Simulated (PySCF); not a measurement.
SMILES C[Si](C)(C)/C=C\[SeH] (C5H12SeSi), GFN2-xTB optimised geometry.

```
19

C      1.70     0.32     1.57
Si     1.06    -0.55     0.00
C      1.71     0.34    -1.56
C      1.61    -2.37    -0.02
C     -0.84    -0.55     0.00
C     -1.62     0.52     0.00
Se    -0.99     2.32    -0.01
H      1.34    -0.16     2.47
H      2.79     0.32     1.61
H      1.38     1.36     1.60
H      2.80     0.34    -1.58
H      1.38     1.38    -1.57
H      1.36    -0.13    -2.47
H      1.24    -2.90    -0.89
H      2.70    -2.45    -0.02
H      1.26    -2.91     0.86
H     -1.34    -1.51     0.00
H     -2.70     0.47     0.00
H     -2.31     2.91     0.02
```

Density from PBE/def2-SVP (PySCF) at that geometry.

Minimum of the electron density along straight lines between bonded atoms, close to the bond critical point (lines longer than 1.1 times the sum of covalent radii, or with two minima, are not listed):

```csv
bond,length / Å,ρ at the minimum / e bohr⁻³,∇²ρ there / e bohr⁻⁵,position (fraction from the first atom)
C1–Si2,1.909,0.108,0.29,0.62
Si2–C3,1.909,0.108,0.29,0.38
Si2–C4,1.904,0.109,0.31,0.38
Si2–C5,1.896,0.109,0.33,0.38
C5–C6,1.327,0.335,-0.86,0.48
C6–Se7,1.905,0.158,___,0.48
C1–H8,1.086,0.270,-0.95,0.63
C1–H9,1.086,0.269,-0.94,0.63
C1–H10,1.087,0.270,-0.95,0.63
C3–H11,1.086,0.269,-0.94,0.63
C3–H12,1.087,0.270,-0.95,0.63
C3–H13,1.086,0.270,-0.95,0.63
C4–H14,1.085,0.270,-0.95,0.63
C4–H15,1.085,0.270,-0.95,0.63
C4–H16,1.085,0.270,-0.95,0.63
C5–H17,1.083,0.273,-0.98,0.63
C6–H18,1.083,0.279,-1.05,0.64
Se7–H19,1.449,___,___,0.62
```

### Question
Complete the blanks.

### Answer

- C6–Se7, ∇²ρ there / e bohr⁻⁵: -0.17
- Se7–H19, ρ at the minimum / e bohr⁻³: 0.181
- Se7–H19, ∇²ρ there / e bohr⁻⁵: -0.23
